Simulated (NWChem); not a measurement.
Species: CH3Cl2Sc; SMILES [CH3][Sc]([Cl])[Cl]

Computed with NWChem. Structure relaxed at the PBE0/def2-SVP level. Ions are spin-unrestricted doublets at the neutral geometry; other ion states weren't tried.

**Question.** Predict the results for PBE0/def2-SVP. Quantities: vertical ionisation energy, ΔSCF (eV); −ε(HOMO) (eV).

**Answer.** 
```json
{
  "vertical ionisation energy, ΔSCF (eV)": "9.89",
  "−ε(HOMO) (eV)": "7.76"
}
```
